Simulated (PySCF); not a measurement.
Gas-phase reaction: 2 HF + 2 Zn → ZnH2 + ZnF2

Computed with PySCF and rigid-rotor harmonic-oscillator thermochemistry at 1 bar. † marks an energy on the PBE0/def2-TZVP geometry and frequencies; other levels use their own. MP2 freezes the core. 6-31G* has spherical d functions here. All species are closed-shell singlets. Zn: all electrons, no relativistic terms. ZnH2: computed as isolated molecules; such fragments, hydroxides, amides, oligomers or adducts are transient or little studied in the gas. MP2 isn't extrapolated to the basis-set limit; its ΔH°(298 K) is -124.5 kJ in def2-SVP and -90.2 kJ in def2-TZVPP. The harmonic model lacks anharmonicity and excited electronic states, which grow with temperature; levels with a mode under 35 cm⁻¹ are left out.

```tsv
level	ΔE electronic, kJ	ΔH°(298 K), kJ	ΔS°(298 K), J/K	ΔG°(1000 K), kJ
HF/6-31G*	-163	-183	-211	28
HF/def2-TZVP†	-44	-61	-215	155
MP2/def2-TZVPP†	-73	-90	-215	125
PBE/def2-TZVP†	-60	-77	-215	138
ωB97M-V/def2-TZVP†	-78	-95	-215	121
```
ΔH° is lowest at HF/6-31G* and highest at HF/def2-TZVP†. No reference value is set beside these.
